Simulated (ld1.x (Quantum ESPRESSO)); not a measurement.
selenium (Se), RRKJ: configuration errors across variants

* Element: selenium (Se)
* Generator: ld1.x (Quantum ESPRESSO) 7.5
* Type: norm-conserving RRKJ (Kleinman–Bylander form)
* Functional: PBE
* Relativity: scalar-relativistic
* Frozen core: [Ar]
* Valence charge: 16
* Reference configuration: 3d10 4s2 4p3.5 (charge +0.5)
* Partial waves: 4p (bound): rc 1.70 bohr; 3d (bound): rc 0.60 bohr; 4s (bound): rc 1.40 bohr
* Local potential: the s channel
* Core correction: none

All-electron excitation energies from the reference (eV): (1) 3d10 4s2 4p4 -4.310; (2) 3d10 4s2 4p3 6.535; (3) 3d10 4s2 4p2 26.884; (4) 3d9 4s2 4p5 47.363; (5) 3d10 4s2 4p4.3 -5.902; (6) 3d10 4s2 4p0 99.936; (7) 3d10 4s0 4p6 17.655.

1 further variants failed, have other tests or too few solved ones, and are left out.

A true bound ghost makes a file unfit for plane-wave use even where its test errors are small: the radial tests pick states by their node count and pass the ghost by.

Errors AE − PS in meV (a dash: test not solved or not reliable):

```csv
change,(1),(2),(3),(4),(5),(6),(7),bound ghosts
base,+0.6,-1.0,-2.2,-1496,+0.7,+68,-20,none
"all radii scaled by about 0.77 (s 1.08, p 1.32, d 0.46 bohr)",-0.6,-2.6,-15,-1125,-2.1,+83,-23,p
"all radii scaled by about 0.93 (s 1.30, p 1.58, d 0.56 bohr)",+0.5,-1.2,-4.4,-1477,+0.5,+56,-15,not determined
"all radii scaled by about 1.04 (s 1.46, p 1.78, d 0.62 bohr)",+0.6,-1.0,-1.4,-1498,+0.8,+78,-23,none
"all radii scaled by about 1.13 (s 1.58, p 1.92, d 0.68 bohr)",+0.6,-0.9,-0.5,-1449,+0.8,+92,-25,none
"all radii scaled by about 1.20 (s 1.68, p 2.04, d 0.72 bohr)",+0.5,-1.0,-0.9,-1385,+0.5,+101,-26,none
"all radii scaled by about 1.37 (s 1.92, p 2.32, d 0.82 bohr)",-0.8,-2.7,-16,-1251,-2.5,+98,-40,p
```

Problem. Give the same row for: all radii scaled by about 0.87 (s 1.22, p 1.48, d 0.52 bohr).

Solution. +0.1, -1.8, -9.3, -1452, -0.4, +56, -14; bound ghosts: p.
